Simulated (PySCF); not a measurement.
Frontier levels across methods

Compound: C3H8O2Si.
Cartesian coordinates in Å at the PBE0-D3(BJ)/def2-SVP level; atoms count from 1:
```
atom  x, y, z in Å
O1    -2.9954    0.2474    0.6352
C2    -1.9859    0.1981   -0.3450
C3    -1.0230   -0.9212   -0.1114
C4     0.3049   -0.7895   -0.0282
O5     0.9374    0.3972   -0.1870
Si6    2.5860    0.6595   -0.0192
H7    -2.5576    0.3317    1.4888
H8    -2.5082    0.0494   -1.3051
H9    -1.4316    1.1515   -0.4261
H10   -1.4422   -1.9217    0.0294
H11    0.9462   -1.6602    0.1676
H12    3.0325    0.2726    1.3532
H13    2.7862    2.1125   -0.2500
H14    3.3430   -0.1489   -1.0212
```

Basis pcSseg-1 throughout (PySCF), one geometry. The structure is a single PBE0-D3(BJ)/def2-SVP conformer in the gas phase; no vibrational or solvent corrections.

Problem. How do the orbital energies, the gap and the dipole change with the method?

Solution. 
```
   method                    kind  HOMO (eV)  LUMO (eV)  gap (eV)  μ (D)  SCF cycles
     BLYP                     GGA      -5.41      -0.67      4.74   2.70          15
     OPBE                     GGA      -5.51      -0.62      4.89   2.69          16
    B97-D                     GGA      -5.54      -0.64      4.91   2.73          15
      PBE                     GGA      -5.55      -0.83      4.71   2.71          15
      KT3                     GGA      -5.61      -0.83      4.77   2.68          16
      KT2                     GGA      -5.61      -0.97      4.64   2.72          16
     BP86                     GGA      -5.66      -0.86      4.80   2.72          15
      LDA                     LDA      -5.71      -1.11      4.60   2.84          15
    B97-2           global hybrid      -6.55       0.09      6.64   2.87          13
    B3LYP           global hybrid      -6.58      -0.14      6.43   2.85          14
     PBE0           global hybrid      -6.80       0.05      6.85   2.89          14
 mPW1PW91           global hybrid      -6.84       0.08      6.92   2.90          14
BHandHLYP           global hybrid      -7.87       0.97      8.84   3.01          13
CAM-B3LYP  range-separated hybrid      -8.12       1.10      9.22   2.95          13
  wB97X-D  range-separated hybrid      -8.65       1.87     10.53   2.95          13
       HF            Hartree–Fock      -9.43       3.29     12.73   3.15          11
  LC-wPBE  range-separated hybrid      -9.47       2.30     11.78   2.99          14
```

The HOMO spans 4.06 eV, from BLYP down to LC-wPBE, and the gap runs from 4.60 eV (LDA) to 12.73 eV (HF). Over the methods BLYP (0 %), OPBE (0 %), B97-D (0 %), PBE (0 %), KT3 (0 %), KT2 (0 %), BP86 (0 %), LDA (0 %), B97-2 (21 %), B3LYP (20 %), PBE0 (25 %), mPW1PW91 (25 %), BHandHLYP (50 %), HF (100 %), a straight line through the gap against the share of exact exchange rises by 0.80 eV for each 10 % (correlation coefficient 0.999). The dipole ranges from 2.68 D (KT3) to 3.15 D (HF). This basis has no diffuse functions.
